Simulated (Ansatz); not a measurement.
Compare A (`[SH][GeH]1[CH2][NH]1`) with its isomer B (`S[CH]1[NH][GeH2]1`).

Isolated molecules relaxed with PBE0-D4/def2-TZVP in Ansatz; ΔE leaves out vibrations. CCSD(T)/CBS is the MP2 limit (def2-TZVPP, def2-QZVPP) plus CCSD(T) − MP2 in def2-TZVPP, frozen cores. DFT in def2-TZVPP. B3LYP here is the variant with VWN-RPA as its local correlation; programs differ in this. For Ge outer-core shells are correlated without core-valence functions, which leaves a few kJ/mol of doubt a bond. Scalar relativity is left out up to krypton. One conformer a species, not always the lowest.

A:

Z-matrix (Å, degrees):
```
Ge
C 1 1.912
N 1 1.860 2 46.5
S 1 2.203 2 124.6 3 -90.6
H 1 1.525 2 121.8 3 103.0
H 2 1.087 1 120.4 3 104.3
H 2 1.089 1 118.0 3 -110.0
H 3 1.013 1 117.7 2 105.4
H 4 1.344 1 91.6 2 35.4
```

B:

```xyz
9

S    -2.120    0.705   -0.290
C    -0.361    0.469   -0.519
N     0.527    0.768    0.597
Ge    0.737   -1.013    0.047
H    -2.196    0.112    0.912
H    -0.106    0.880   -1.496
H     1.243    1.451    0.380
H     0.279   -2.005    1.110
H     1.997   -1.368   -0.742
```

Task: Which is lower in electronic energy at CCSD(T)/CBS, and by how much? (Best estimate.)

Result: Ansatz gave: A, by 89.7 kJ/mol.

Task: Give E(B) − E(A) in kJ/mol with PBE0-D4, MP2/def2-TZVPP, B3LYP-D4, CCSD(T)/def2-TZVPP, HF/def2-TZVPP, PBE-D4, r2SCAN-D4. (An estimate is asked.)

Result: The calculation gave: PBE0-D4 89.5, MP2/def2-TZVPP 92.2, B3LYP-D4 87.6, CCSD(T)/def2-TZVPP 92.1, HF/def2-TZVPP 99.7, PBE-D4 84.9, r2SCAN-D4 90.3. None reverses the order clearly.

Largest T1 diagnostic: 0.013.

In def2-TZVPP, CCSD(T) changes the Hartree–Fock value by −7.5 kJ/mol (the triples alone add −1.4 kJ/mol) and MP2 by −7.4 kJ/mol. From PBE to PBE0 (25 % exact exchange), in def2-TZVPP and without D4, E(B) − E(A) moves by +4.4 kJ/mol.
